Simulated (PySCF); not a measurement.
CH₆BISi.
Numbering: `[SiH3:1][CH2:2][BH:3][I:4]` (hydrogens: H5, H6, H7 on Si1; H8, H9 on C2; H10 on B3)

A GFN2-xTB structure with every atom displaced at random (by about 0.01 Å) was refined with PySCF 2.14.0, PBE0-D3(BJ)/def2-SVP geometry optimisation, gas phase, def2 core potentials past Kr. Values at the start:

| coordinate | start |
| --- | --- |
| Si1–C2 | 1.903 Å |
| Si1–H5 | 1.446 Å |
| C2–B3 | 1.524 Å |
| C2–H8 | 1.077 Å |
| B3–I4 | 2.143 Å |
| B3–H10 | 1.186 Å |
| Si1–C2–H8 | 106.9° |
| C2–Si1–H5 | 111.2° |
| C2–B3–I4 | 121.9° |
| C2–B3–H10 | 122.7° |
| B3–C2–H8 | 112.7° |
| B3–C2–H9 | 113.9° |
| H5–Si1–H6 | 110.0° |
| H8–C2–H9 | 108.5° |
| Si1–C2–B3–I4 | -89° |

Question: How do these coordinates change at the PBE0-D3(BJ)/def2-SVP level?

Answer: 
```json
{"coordinate": "Si1–H5", "PBE0-D3(BJ)/def2-SVP (Å or °)": "1.493", "change": "+0.047"}
{"coordinate": "C2–H8", "PBE0-D3(BJ)/def2-SVP (Å or °)": "1.103", "change": "+0.026"}
{"coordinate": "B3–H10", "PBE0-D3(BJ)/def2-SVP (Å or °)": "1.205", "change": "+0.019"}
{"coordinate": "C2–B3", "PBE0-D3(BJ)/def2-SVP (Å or °)": "1.537", "change": "+0.013"}
{"coordinate": "B3–I4", "PBE0-D3(BJ)/def2-SVP (Å or °)": "2.133", "change": "-0.010"}
{"coordinate": "Si1–C2", "PBE0-D3(BJ)/def2-SVP (Å or °)": "1.904", "change": "+0.001"}
{"coordinate": "H8–C2–H9", "PBE0-D3(BJ)/def2-SVP (Å or °)": "110.5", "change": "+2.0"}
{"coordinate": "Si1–C2–H8", "PBE0-D3(BJ)/def2-SVP (Å or °)": "105.2", "change": "-1.7"}
{"coordinate": "C2–B3–H10", "PBE0-D3(BJ)/def2-SVP (Å or °)": "123.7", "change": "+1.0"}
{"coordinate": "B3–C2–H8", "PBE0-D3(BJ)/def2-SVP (Å or °)": "111.7", "change": "-1.0"}
{"coordinate": "C2–Si1–H5", "PBE0-D3(BJ)/def2-SVP (Å or °)": "110.4", "change": "-0.8"}
{"coordinate": "H5–Si1–H6", "PBE0-D3(BJ)/def2-SVP (Å or °)": "109.2", "change": "-0.8"}
{"coordinate": "B3–C2–H9", "PBE0-D3(BJ)/def2-SVP (Å or °)": "114.5", "change": "+0.6"}
{"coordinate": "C2–B3–I4", "PBE0-D3(BJ)/def2-SVP (Å or °)": "121.2", "change": "-0.7"}
{"coordinate": "Si1–C2–B3–I4", "PBE0-D3(BJ)/def2-SVP (Å or °)": "-90", "change": "-1"}
```

The energy falls by 1.5 kcal/mol over 6 energy and gradient evaluations, the largest force component goes from 0.0176 to 2.1e-04 Eh/bohr, and the atoms move by 0.036 Å rms after alignment. The bond that changes most is Si1–H5 (SiH3 silicon to Si–H hydrogen), which lengthens by 0.047 Å. Bonds longer at the end by more than 0.005 Å: 6 of 9; shorter: 1. Rotational constants go from 9599, 986.6, 935.3 to 9647, 981.8, 933.3 MHz.

The run used 102 basis functions and 40 SCF cycles in all. The run took 26 s wall on an Intel Xeon Platinum 8488C with one thread, no GPU, shared host with 96 logical CPUs at a one-minute load of 34, and the process peaked at 0.44 GiB of memory.

PBE0-D3(BJ)/def2-SVP frequencies: not computed here. One conformer, not necessarily the lowest.

Shape of the structure used: `[SiH3:1][CH2:2][BH:3][I:4]`: Si1–C2–B3–I4 -90°.
